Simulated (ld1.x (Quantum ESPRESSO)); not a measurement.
**How hard is this nitrogen (N) TM potential?**

ld1.x (Quantum ESPRESSO) 7.5 input, shortened:

```
&input
   title='N', zed=7., rel=1, dft='PBE', iswitch=3,
   config='[He] 2s1 2p4'
 /
 &inputp
   pseudotype=2, tm=.true., lloc=-1, rcloc=0.55,
   nlcc=.true., new_core_ps=.true.
 /
2
2S  1  0   1.00   0.00  0.70  0.70  0.0
2P  2  1   4.00   0.00  1.40  1.40  0.0
 &test
   configts(1)='2s1 2p4'
 /
```

The pseudo-atom Hamiltonian at the reference potential is diagonalised in spherical Bessel functions j_l(qr) that vanish at 20 bohr, with q² up to the cutoff. All-electron valence levels (Ry): 2s -1.3987, 2p -0.5519.

Task: How do the lowest levels (Ry) of each channel move with the cutoff, and are there ghosts?

Result:

| cutoff (Ry) | s #1 | s #2 | p #1 | p #2 | d #1 | f #1 | Σ f·Δε (mRy) |
| --- | --- | --- | --- | --- | --- | --- | --- |
| 8 | -1.2779 | -0.0136 | -0.1401 | 0.0467 | 0.0767 | 0.1195 | 1767.9 |
| 21 | -1.3204 | -0.0148 | -0.3780 | 0.0383 | 0.0767 | 0.1195 | 773.7 |
| 50 | -1.3836 | -0.0168 | -0.5462 | 0.0352 | 0.0767 | 0.1195 | 37.9 |
| 90 | -1.3870 | -0.0169 | -0.5517 | 0.0351 | 0.0767 | 0.1195 | 12.3 |
| 180 | -1.3973 | -0.0173 | -0.5519 | 0.0351 | 0.0767 | 0.1195 | 1.3 |
| 350 | -1.3985 | -0.0174 | -0.5519 | 0.0351 | 0.0767 | 0.1195 | 0.0 |
| 400 | -1.3985 | -0.0174 | -0.5519 | 0.0351 | 0.0767 | 0.1195 | 0.0 |

Result: no extra level below or beside the all-electron valence levels (s, p, d, f tested); 10 mRy is reached at 100 Ry and 1 mRy at 260 Ry.

Its largest configuration-test error is +973 meV.
